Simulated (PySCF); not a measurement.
Si(H)2(OMe)(OEt), SMILES CCO[SiH2]OC (C3H10O2Si), singlet at its GFN2-xTB optimised geometry (Å):

```
16

Si     0.5472    -0.6205     0.0000
O      0.0300    -1.3729    -1.3454
C      0.2536    -2.6917    -1.7363
O     -0.0843     0.8574     0.0000
C     -0.0446     1.8703    -0.9682
C     -1.0032     2.9845    -0.5755
H      2.0154    -0.6205     0.0000
H     -0.0291    -1.1587     1.2228
H      1.3231    -2.8995    -1.8226
H     -0.2222    -2.8429    -2.7063
H     -0.1762    -3.3879    -1.0117
H      0.9793     2.2594    -1.0377
H     -0.3211     1.4582    -1.9450
H     -2.0154     2.5947    -0.5088
H     -0.9739     3.7794    -1.3159
H     -0.7241     3.3879     0.3944
```

Method: PBE0/def2-TZVP run with PySCF.

Map of the Laplacian of the electron density (e/bohr⁵) on the plane z = 1.0 Å:

```
|888888888888888888888888888|
|888888888888888888888888888|
|888888888888888888888888888|
|888888888888888888888888888|
|888888888889988888888888888|
|888888888899988888888888888|
|888888888899988888888888888|
|888888888888888888888888888|
|888888888888888888888888888|
|888888888888998888888888888|
|888888888889999888888888888|
|888888888889999988888888888|
|888888888889999988888888888|
|888888888888999988888888888|
|888888888888998998888888888|
|888888888889857899888888888|
|888888888889807998888888888|
|888888888888999988888888888|
|888888888888888888888888888|
|888888888888888888888888888|
|888888888888888888888888888|
|888888888888888888888888888|
|888888888888888888888888888|
|888888888888888888888888888|
|888888888888888888888888888|
|888888888888888888888888888|
|888888888888888888888888888|
```
Scale: ten equal steps from -1.10 (start of '0') to 0.156 (end of '9'), in the order '0123456789'; x runs from -5.50 to 5.50, y from -5.50 (bottom) to 5.50 (top).
